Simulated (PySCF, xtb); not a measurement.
AlClH4O2SSi, SMILES [OH][Al]([OH])[S][SiH2]Cl. Other conformers were not sampled.

Harmonic wavenumbers (cm⁻¹) from GFN2-xTB (xtb) at its own minimum, in rising order: 41, 128, 138, 165, 185, 213, 222, 300, 333, 350, 355, 363, 367, 466, 545, 605, 685, 769, 794, 984, 2303, 2334, 3826, 3829.

What does PBE0-D3(BJ)/def2-SVP in PySCF 2.14.0 give at its own minimum? (An estimate is asked for; the answer gives what the named calculation found.)

44, 105, 151, 182, 187, 212, 246, 262, 281, 409, 474, 559, 581, 584, 601, 637, 804, 840, 950, 966, 2269, 2279, 3981, 3998. Paired by order, the mean absolute difference is 73 cm⁻¹ and the zero-point energies are 29.0 and 30.9 kcal/mol.
